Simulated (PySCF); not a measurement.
Compound: C₇H₁₈OSi.
SMILES with atom numbers: `[CH3:1][CH:2]([CH3:3])[O:4][SiH2:5][C:6]([CH3:7])([CH3:8])[CH3:9]` (hydrogens: H10, H11, H12 on C1; H13 on C2; H14, H15, H16 on C3; H17, H18 on Si5; H19, H20, H21 on C7; H22, H23, H24 on C8; H25, H26, H27 on C9)

The same species was optimised twice, with GFN2-xTB and with PBE0-D3(BJ)/def2-SVP (PySCF), and the same property calculations (PySCF, gas phase) were run on both structures.

| coordinate | GFN2-xTB | PBE0-D3(BJ)/def2-SVP | change |
| --- | --- | --- | --- |
| O4–Si5 (Å) | 1.614 | 1.669 | +0.055 |
| Si5–C6 (Å) | 1.906 | 1.889 | -0.017 |
| C1–C2 (Å) | 1.526 | 1.516 | -0.010 |
| C2–O4 (Å) | 1.405 | 1.415 | +0.010 |
| C2–C3 (Å) | 1.524 | 1.519 | -0.005 |
| C6–C8 (Å) | 1.526 | 1.530 | +0.004 |
| C6–C9 (Å) | 1.529 | 1.532 | +0.003 |
| C6–C7 (Å) | 1.529 | 1.531 | +0.002 |
| C2–O4–Si5 (°) | 130.0 | 126.6 | -3.4 |
| O4–Si5–C6 (°) | 103.7 | 106.5 | +2.8 |
| Si5–C6–C9 (°) | 110.8 | 108.5 | -2.3 |
| Si5–C6–C7 (°) | 110.7 | 108.8 | -1.9 |
| C7–C6–C8 (°) | 108.9 | 110.4 | +1.5 |
| C8–C6–C9 (°) | 108.9 | 110.3 | +1.4 |
| C1–C2–C3 (°) | 111.3 | 112.5 | +1.2 |
| C7–C6–C9 (°) | 108.8 | 110.0 | +1.2 |
| C1–C2–O4–Si5 (°) | -177 | -156 | +21 |
| C2–O4–Si5–C6 (°) | 174 | 166 | -8 |
| O4–Si5–C6–C7 (°) | -62 | -60 | +2 |

Rotational constants: A = 2521, B = 700.1, C = 646.7 MHz (GFN2-xTB) against A = 2538, B = 679.5, C = 634.3 MHz (PBE0-D3(BJ)/def2-SVP). Point groups within 0.08 Å: C1 and C1.

On the GFN2-xTB structure: HOMO (eV) -7.67 [PBE0/pcSseg-1]; LUMO (eV) 0.92 [PBE0/pcSseg-1]; dipole (D) 0.96 [PBE0/pcSseg-1]; GIAO shielding of C1/C3 (mean) (ppm) 159.7 [PBE0/pcSseg-1]; GIAO shielding of C2 (ppm) 117.0 [PBE0/pcSseg-1]; GIAO shielding of O4 (ppm) 278.2 [PBE0/pcSseg-1]; GIAO shielding of Si5 (ppm) 367.7 [PBE0/pcSseg-1]; GIAO shielding of C6 (ppm) 166.2 [PBE0/pcSseg-1]; GIAO shielding of C7/C8/C9 (mean) (ppm) 159.3 [PBE0/pcSseg-1].

**Question.** What do these properties become on the PBE0-D3(BJ)/def2-SVP structure?

**Answer.** 
```json
{"property": "HOMO (eV)", "level": "PBE0/pcSseg-1", "on GFN2-xTB": "-7.67", "on PBE0-D3(BJ)/def2-SVP": "-7.65", "change": "+0.02"}
{"property": "LUMO (eV)", "level": "PBE0/pcSseg-1", "on GFN2-xTB": "0.92", "on PBE0-D3(BJ)/def2-SVP": "0.90", "change": "-0.02"}
{"property": "dipole (D)", "level": "PBE0/pcSseg-1", "on GFN2-xTB": "0.96", "on PBE0-D3(BJ)/def2-SVP": "0.53", "change": "-0.43"}
{"property": "energy, GFN2-xTB geometry as zero (kcal/mol)", "level": "PBE0/pcSseg-1", "on GFN2-xTB": "0.0", "on PBE0-D3(BJ)/def2-SVP": "-2.8", "change": "-2.8"}
{"property": "GIAO shielding of C1/C3 (mean) (ppm)", "level": "PBE0/pcSseg-1", "on GFN2-xTB": "159.7", "on PBE0-D3(BJ)/def2-SVP": "158.0", "change": "-1.7"}
{"property": "GIAO shielding of C2 (ppm)", "level": "PBE0/pcSseg-1", "on GFN2-xTB": "117.0", "on PBE0-D3(BJ)/def2-SVP": "115.0", "change": "-2.0"}
{"property": "GIAO shielding of O4 (ppm)", "level": "PBE0/pcSseg-1", "on GFN2-xTB": "278.2", "on PBE0-D3(BJ)/def2-SVP": "270.3", "change": "-7.9"}
{"property": "GIAO shielding of Si5 (ppm)", "level": "PBE0/pcSseg-1", "on GFN2-xTB": "367.7", "on PBE0-D3(BJ)/def2-SVP": "356.2", "change": "-11.5"}
{"property": "GIAO shielding of C6 (ppm)", "level": "PBE0/pcSseg-1", "on GFN2-xTB": "166.2", "on PBE0-D3(BJ)/def2-SVP": "166.9", "change": "+0.7"}
{"property": "GIAO shielding of C7/C8/C9 (mean) (ppm)", "level": "PBE0/pcSseg-1", "on GFN2-xTB": "159.3", "on PBE0-D3(BJ)/def2-SVP": "158.2", "change": "-1.1"}
```

The heavy atoms differ by 0.171 Å rms after alignment. Among bonds between heavy atoms O4–Si5 changes most (+0.055 Å). Changes are differences of the printed values. Neither structure is proved a minimum here.

Shape of the structure used: `[CH3:1][CH:2]([CH3:3])[O:4][SiH2:5][C:6]([CH3:7])([CH3:8])[CH3:9]`: C1–C2–O4–Si5 -156°, C2–O4–Si5–C6 166°, O4–Si5–C6–C7 -60°.
